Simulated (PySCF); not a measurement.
## Simulated characterisation data

[PySCF 2.14: coordinates at the GFN2-xTB level; NMR shieldings at PBE0/pcSseg-1/GIAO; single conformer; non-relativistic Hamiltonian; gas phase; equivalent nuclei averaged]

Referencing at the same level of theory: TMS for $^{1}$H (σ = 31.72 ppm), $^{13}$C (σ = 186.93 ppm). Splittings of carbon signals by F and P are missing where no couplings were computed. Where no couplings were computed, multiplicities follow the n + 1 count of equivalent neighbours, and m marks all less simple cases (inequivalent or close neighbours, rings, F or P nearby). Acid and N–H amide carbonyl carbons lie up to 10 ppm further downfield in solution (hydrogen bonding). Shifts are as computed. Against solution values, carbons near 30 ppm lie about +3 ppm off and those near 130 ppm about +5 ppm. Of 1309 compounds with measured shifts, 239 miss one by over three times the rms of a fit or turn the order of signals round; such compounds aren't used in these exercises. Groups on amide-type nitrogens are kept apart (slow C–N rotation). OH and NH positions are gas-phase values without hydrogen bonding to other molecules.

Compound 1 (C4H7NOSi). $^{1}$H NMR (400 MHz, computed): δ 6.92 (br s, 1H), 6.75 (br s, 1H), 4.71 (br, 1H), 3.96 (br, 1H), 3.49 (m, 1H), 3.45 (m, 1H), 2.40 (m, 1H). $^{13}$C{$^{1}$H} NMR (computed): δ 173.2, 149.1, 137.0, 23.5. Structure: SMILES C=C1[SiH2][C@H]1C(N)=O.

Compound 2 (C5H9FN2Si). $^{1}$H NMR (400 MHz, computed): δ 7.59 (m, 1H), 5.26 (s, 3H), 2.87 (q, 2H), 1.28 (t, 3H). $^{13}$C{$^{1}$H} NMR (computed): δ 159.1 (C), 140.5 (C), 135.6 (CH), 21.9 (CH2), 18.0 (CH3). Structure: `CCc1c(F)cnn1[SiH3]`.
